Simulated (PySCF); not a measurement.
A structure optimised at PBE-D3(BJ)/def2-SVP, used in a PySCF frequency run:

```xyz
16

C      0.2829     0.6361     1.4100
C      0.3327     0.0278     0.2042
C      1.6104    -0.4301    -0.4684
C      2.9108    -0.1746     0.2916
Si    -1.2967    -0.2754    -0.7003
O     -2.5940     0.4494     0.0983
H      1.1847     0.8535     2.0078
H     -0.6828     0.9343     1.8511
H      1.6638     0.0456    -1.4751
H      1.5158    -1.5191    -0.6894
H      3.7831    -0.5457    -0.2820
H      3.0666     0.9079     0.4770
H      2.9137    -0.6860     1.2759
H     -1.1580     0.2313    -2.1187
H     -1.6294    -1.7387    -0.7466
H     -2.5724     1.4221     0.0928
```

Task: Write its SMILES and formula.

Result: C=C(CC)[SiH2]O, C4H10OSi

Task: What are its rotational constants (standard atomic weights)?

Result: 6.5405, 1.4345, 1.2177 GHz
